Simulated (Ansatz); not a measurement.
System: C$_{4}$H$_{3}$OSe, net charge -1, singlet state. It need not be the lowest isomer of its formula. Whether it binds its extra electron was not tested at this geometry. 
Coordinates optimised at B3LYP-D3(BJ)/def2-TZVP (Ansatz, a quantum-chemistry and plane-wave program):
```
C
C 1 1.3610
H 2 1.0800 1 127.45
O 1 1.3890 2 121.08 3 0.00
H 4 0.9695 1 101.48 2 -180.00
C 1 1.4385 2 120.38 3 -180.00
C 6 1.3391 1 110.40 2 0.00
H 7 1.0815 6 131.36 1 -180.00
Se 2 1.8822 3 121.50 1 180.00
```
Charge -1, spin multiplicity 1.

Total electronic energies in hartree. Cores are frozen in the correlated levels unless marked. No spin-orbit coupling. The frozen core is the preceding noble-gas configuration, with the filled d and f shells of earlier blocks. No relativistic terms. CBS marks a two-point X^-3 extrapolation of the correlation energy; Hartree-Fock from the larger set.

The Hartree-Fock reference is unstable (checked in the largest basis), which strains HF and MP2. 

```tsv
level	program	energy (Eh)
HF/STO-3G	Ansatz	-2598.51304
HF/cc-pV5Z	Ansatz	-2627.98830
RI-HF/cc-pVQZ	Ansatz	-2627.98237
r2SCAN/def2-TZVPD	Ansatz	-2630.92421
PBE0-D4/def2-TZVP	Ansatz + dftd4	-2630.51234
PBE0/def2-TZVP	Ansatz	-2630.50334
BHLYP-D3(BJ)/def2-TZVPD	Ansatz + dftd3	-2630.91119
B2PLYP-D3(BJ)/def2-TZVPD	Ansatz + dftd3	-2630.46825
RPA@PBE/cc-pVQZ	Ansatz	-2629.66345
MP2/cc-pVDZ	Ansatz	-2628.64734
SCS-MP2/cc-pVDZ	Ansatz	-2628.61671
CCSD/aug-cc-pVDZ	Ansatz	-2628.75256
CCSD/aug-cc-pVTZ	Ansatz	-2629.04264
CCSD(T)/aug-cc-pVTZ	Ansatz	-2629.10463
CCSD(T)/CBS(aug-cc-pVTZ,aug-cc-pVQZ)	Ansatz	-2629.2169
```

Totals of different functionals don't rank their quality; only differences between species are comparable.
